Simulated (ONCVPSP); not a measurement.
# Transferability test, ONCV potential for nitrogen (N)

* Element: N
* Generator: ONCVPSP 4.0.1
* Type: optimised norm-conserving Vanderbilt (ONCV)
* Functional: PBE
* Relativity: fully relativistic
* Frozen core: [He]
* Valence charge: 5
* Reference configuration: 2s1.75 2p3.25
* Partial waves: 2s: rc 0.95 bohr, ncon 3, nbas 7, qcut 7.7 1/bohr, 1 projector; 2p: rc 2.50 bohr, ncon 3, nbas 6, qcut 7.6 1/bohr, 1 projector; d scattering state at 0.41 Ha: rc 2.15 bohr, ncon 4, nbas 7, qcut 6.1 1/bohr, 2 projectors, debl 1.8 Ha
* Local potential: polynomial inside 0.60 bohr (lpopt 5, dvloc0 4 Ha)
* Core correction: none

Open shells are filled in proportion to 2j + 1.

Energies are relative to the spin-unpolarised reference configuration 2s1.75 2p3.25; without spin polarisation the order of configurations can differ from experiment.

```
valence configuration  charge  ΔE all-electron (eV)  error AE − PS (meV)
              2s2 2p3       0                -2.874                 -1.7
              2s2 2p1      +2                39.571                +1004
              2s0 2p5       0                20.167                  -72
```

Task: What are ΔE and the potential's error for 2s2 2p2?

Result: ΔE = 10.717 eV all-electron; the error (AE − PS) is +153 meV.
